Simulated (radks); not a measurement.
Q: O3+, 5 electrons, occupied as [He] 2s2 2p1. Method: Dirac Kohn-Sham, PBE, spin-unpolarised, spherical densities, finite nucleus; open shells fill j = l - 1/2 first; Fermi nuclear charge, rms radius 2.6991 fm; computed with a radial shooting solver on a logarithmic mesh with Libxc functionals. Some entries of the table are withheld. Estimate them.

orbital,occ.,eigenvalue (Ry),<1/r> (bohr^-1)
1s1/2,2,-43.12698,7.645
2s1/2,2,-5.84184,(1)
2p1/2,1,(2),(3)
2p3/2,0,(4),(5)

A: 
(1) 2s1/2 <1/r> (bohr^-1): 1.490
(2) 2p1/2 eigenvalue (Ry): -4.77669
(3) 2p1/2 <1/r> (bohr^-1): 1.404
(4) 2p3/2 eigenvalue (Ry): -4.77209
(5) 2p3/2 <1/r> (bohr^-1): 1.402
